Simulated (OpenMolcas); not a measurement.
# Setting up triplet C2F6 in OpenMolcas

C2F6: 8 atoms, total charge 0, spin state triplet. As SMILES of the parent species, `FC(F)(F)C(F)(F)F`. Geometry: relaxed at PBE0-D4/def2-TZVP. That shape belongs to the parent species and isn't relaxed for this state.

```xyz
8

F     1.0656   -0.7673    1.1520
C     0.6626   -0.3973   -0.0549
F     1.5961    0.3613   -0.6109
F     0.4786   -1.4766   -0.8012
C    -0.6627    0.3973    0.0549
F    -0.4770    1.4797    0.7964
F    -1.0687    0.7622   -1.1525
F    -1.5945   -0.3593    0.6163
```

Settings wanted:

- method: DFT
- reference: UKS
- basis set: 6-31G*
- task: energy
- functional: B3LYP
- nucleus: point
- integration grid: UltraFine
- SCF convergence threshold: 1e-10
- d and f functions: spherical

Question: Give an OpenMolcas 26.06 job that does this.

Answer: One that was run (others would do as well):

test.inp:
```
* C2F6 Kohn-Sham DFT
>>> EXPORT MOLCAS_PRINT=2
&GATEWAY
BASLIB=$CurrDir
COORD
8
angstrom
F        1.065570      -0.767260       1.152000
C        0.662650      -0.397300      -0.054910
F        1.596070       0.361280      -0.610920
F        0.478560      -1.476610      -0.801220
C       -0.662670       0.397270       0.054890
F       -0.477000       1.479670       0.796360
F       -1.068680       0.762200      -1.152500
F       -1.594500      -0.359250       0.616310
BASIS=6-31Gs
GROUP=NoSym
&SEWARD
GRIDINPUT
Grid=UltraFine
End of Grid
&SCF
UHF
SPIN=3
KSDFT=B3LYP
THRESHOLDS=1e-10 1e-07 1e-07 1e-05
PRORBITALS=1 2
```

```bash
$ export MOLCAS_MEM=1860
$ pymolcas test.inp > test.log
```

(Basis files named in the input come from the Basis Set Exchange and aren't shown.)

Calculated total energy: -674.84989 Eh. The top electron of this state is barely bound (Rydberg-like), so the basis sets its energy.
